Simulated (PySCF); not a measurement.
H8N2OSi2, SMILES [SiH2](N)O[SiH2]N.

The structure is a stationary point at B3LYP-D3(BJ)/def2-SVP. Other conformers were not sampled.

Method: SMD-PBE0/def2-SVP run with PySCF.

Solvation free energies are E(SMD) − E(gas) at the gas-phase geometry, for 1 M in both phases. In vacuum the dipole moment is 2.64 D.

Computed solvation free energies in water, 1-octanol, ethylethanoate:
```tsv
solvent	ΔG(solv) (kcal/mol)	its non-electrostatic (CDS) part	dipole (D)
water	-2.8	4.8	3.53
1-octanol	-4.6	1.8	3.38
ethylethanoate	-4.1	1.1	3.23
```
